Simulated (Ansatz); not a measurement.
`[SH][Zn][Cl]`. Total charge 0; spin multiplicity 1. For Zn the d shell is correlated and the shells below it are frozen. Scalar relativity is left out up to krypton.

Cartesian coordinates in Å:
```
S 0.032 -0.730 1.445
Zn -0.308 0.502 -0.287
Cl -0.659 1.718 -1.957
H 0.935 -1.490 0.799
```

Give the diagnostics of a CCSD(T)/def2-TZVPP run (frozen core, the Gaussian-basis code of Ansatz). (Best estimate.)

The calculation gave: T1 = 0.0135, largest single amplitude 0.029, largest double 0.035, (T) share of the correlation energy 3.6 %, 10 CCSD cycles. The RHF solution is stable towards an unrestricted one. T1 lies under the customary mark of 0.02 for closed shells.
